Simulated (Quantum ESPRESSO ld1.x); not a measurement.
Results of a calculation; reference values are marked as such.
All-electron atom: Br26+ in [He] 2s1.5 2p5.5 (fractional occupations, a model configuration). Level of theory: Dirac Kohn-Sham, PBE, spin-unpolarised, spherical densities, point nucleus; open shells fill j = l - 1/2 first (ld1.x of Quantum ESPRESSO 7.5).

Unscreened Slater integrals over Kohn-Sham orbitals (eV). Large and small components are both included.

\begin{tabular}{lr}
integral & value \\ \hline
F0(2p3/2,2p3/2) & 154.12 \\
F2(2p3/2,2p3/2) & 73.491 \\
F0(2p3/2,2p1/2) & 155.87 \\
G2(2p3/2,2p1/2) & 73.278 \\
F0(2p3/2,2s1/2) & 141.67 \\
G1(2p3/2,2s1/2) & 80.400 \\
F0(2p3/2,1s1/2) & 209.37 \\
G1(2p3/2,1s1/2) & 37.552 \\
F0(2p1/2,2p1/2) & 157.71 \\
F0(2p1/2,2s1/2) & 142.96 \\
G1(2p1/2,2s1/2) & 79.844 \\
F0(2p1/2,1s1/2) & 215.12 \\
G1(2p1/2,1s1/2) & 38.681 \\
F0(2s1/2,2s1/2) & 133.74 \\
F0(2s1/2,1s1/2) & 188.39 \\
G0(2s1/2,1s1/2) & 18.816 \\
F0(1s1/2,1s1/2) & 600.07 \\
\end{tabular}
